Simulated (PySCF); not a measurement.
Compound: B₃Cl₂H₄N.
Numbering: `[BH2:1][NH:2][BH:3][B:4]([Cl:5])[Cl:6]` (hydrogens: H7, H8 on B1; H9 on N2; H10 on B3)

Level of theory: core-valence-separated Tamm–Dancoff BHandHLYP/aug-pcX-1 (pcseg-1 on H, def2-SVPD on Cl) in PySCF, non-relativistic, gas phase, PBE0-D3(BJ)/def2-SVP geometry. The energies are unshifted.

Q: List the boron K-edge absorption lines.

A: 
```json
{"E (eV)": "186.16", "f": "0.0779", "core hole on": "B3", "main final orbital": "LUMO (71 %)"}
{"E (eV)": "186.35", "f": "0.0878", "core hole on": "B1", "main final orbital": "LUMO (65 %)"}
{"E (eV)": "187.59", "f": "0.0942", "core hole on": "B4", "main final orbital": "LUMO+1 (85 %)"}
{"E (eV)": "188.90", "f": "0.0020", "core hole on": "B3", "main final orbital": "LUMO+1 (95 %)"}
{"E (eV)": "190.17", "f": "0.0043", "core hole on": "B1", "main final orbital": "LUMO+1 (93 %)"}
{"E (eV)": "190.83", "f": "0.0007", "core hole on": "B1", "main final orbital": "LUMO+3 (61 %)"}
{"E (eV)": "190.85", "f": "0.0004", "core hole on": "B3", "main final orbital": "LUMO+3 (64 %)"}
{"E (eV)": "191.03", "f": "0.0089", "core hole on": "B3", "main final orbital": "LUMO+2 (79 %)"}
{"E (eV)": "191.06", "f": "0.0140", "core hole on": "B4", "main final orbital": "LUMO (76 %)"}
{"E (eV)": "191.14", "f": "0.0112", "core hole on": "B1", "main final orbital": "LUMO+2 (75 %)"}
{"E (eV)": "191.68", "f": "0.0054", "core hole on": "B1", "main final orbital": "LUMO+5 (65 %)"}
{"E (eV)": "191.79", "f": "0.0020", "core hole on": "B3", "main final orbital": "LUMO+4 (60 %)"}
{"E (eV)": "192.13", "f": "0.0094", "core hole on": "B1", "main final orbital": "LUMO+4 (31 %)"}
{"E (eV)": "192.15", "f": "0.0042", "core hole on": "B3", "main final orbital": "LUMO+5 (42 %)"}
{"E (eV)": "192.28", "f": "0.0043", "core hole on": "B3", "main final orbital": "LUMO+10 (47 %)"}
```

The first line with a tenth or more of the strongest one's intensity is at 186.16 eV (f = 0.078), with the hole on B3 (three-coordinate boron). The strongest listed is at 187.59 eV (f = 0.094; B4).

Q: What does the N 1s absorption edge look like?

A: 
```csv
E (eV),f,core hole on,main final orbital
398.46,0.0079,N2,LUMO (80 %)
398.60,0.0354,N2,LUMO+3 (49 %)
399.61,0.0067,N2,LUMO+1 (70 %)
400.31,0.0157,N2,LUMO+2 (51 %)
402.10,0.0025,N2,LUMO+5 (30 %)
402.22,0.0002,N2,LUMO+4 (46 %)
```

The first line with a tenth or more of the strongest one's intensity is at 398.46 eV (f = 0.008), with the hole on N2 (boron-bound nitrogen). The strongest listed is at 398.60 eV (f = 0.035; N2).

Roots within 0.03 eV whose holes lie on the same, on equivalent or on shared atoms are summed into one line, and the highest roots are left out, as the search may have cut off their partners. Final orbitals are the ground state's empty Kohn–Sham orbitals.

Q: What is the summed oscillator strength of the listed B K lines, and their intensity-weighted mean energy?

A: Σf = 0.327 over 15 lines from 186.16 to 192.28 eV; the weighted mean is 187.68 eV. The strongest line holds 29 % of the sum.

The list ends where the root search ended, not at a threshold.

The run took 37 s wall on one thread of an Intel Xeon at 2.50 GHz, no GPU, shared host, and the process peaked at 0.85 GiB of memory.

Shape of the structure used: `[BH2:1][NH:2][BH:3][B:4]([Cl:5])[Cl:6]`: B1–N2–B3–B4 0°, N2–B3–B4–Cl5 -91°.

One conformer stands for the species.
